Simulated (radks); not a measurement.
Results of a calculation; reference values are marked as such.
Q: Coherent X-ray form factor from a spherical all-electron density. Level of theory: non-relativistic Kohn-Sham, BLYP, spin-polarised, spherical densities, point nucleus (a radial shooting solver on a logarithmic mesh with Libxc functionals).

sin(theta)/lambda (1/angstrom),f0 (electrons)
0.05,19.483
0.1,18.215
0.15,16.686
0.2,15.167
0.25,13.734
0.3,12.414
0.4,10.220
0.5,8.681
0.6,7.669
0.8,6.431
1,5.466
1.25,4.313
1.5,3.324
2,2.075

The species is in the configuration that NIST lists as its ground one. Which atom or ion scatters so?

A: The scandium ion Sc+, [Ar] 3d1 4s1. Extrapolating in s^2 from the first two rows gives f0(0) = 19.9, near the electron count 20; among species with that count, the fall with angle is slower the higher Z, and the table is that of Z = 21; from so few rows the species is fixed only to a neighbour or two.
